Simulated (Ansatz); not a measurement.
`FC(F)(Cl)C(F)(Cl)Cl`, charge 0, multiplicity 1.

(1) Give a relaxed structure at PBE0-D4/def2-TZVP (Ansatz). (Estimate.)

Answers

(1) Computed: 
Z-matrix (Å, degrees):
```
C
F 1 1.331
Cl 1 1.757 2 109.0
F 1 1.328 2 108.4 3 -119.6
C 1 1.560 2 108.6 3 121.2
Cl 5 1.753 1 110.6 2 178.5
F 5 1.337 1 108.0 2 -61.5
Cl 5 1.759 1 108.8 2 56.7
```
